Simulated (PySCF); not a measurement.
The PySCF input:
```python
from pyscf import gto, scf, dft, tdscf

mol = gto.M(
    atom='''
B    -0.33769502   -0.17264579   -0.01186706
F    -1.51149159   -0.77274655   -0.05311588
S    -0.22763847    1.44754338   -0.79788070
H     1.05430138    1.69941210   -0.54902815
S     0.99490062   -1.05528239    0.82484334
H     1.96140358   -0.15763998    0.65500414
''',
    basis='6-31g',
    verbose=3,
)

mf = dft.RKS(mol)
mf.xc = 'wb97x'
mf.kernel()
td = mf.TDA()
td.nstates = 5
td.singlet = False
td.kernel()
td.analyze()
```

Q: Predict the excitation energies found from WB97X/6-31G, TDA triplets (PySCF).

A: 6.14, 6.27, 6.91, 7.09, 7.15 eV

Q: Give the dipole moment at the level WB97X/6-31G, TDA triplets.

A: 2.83 D
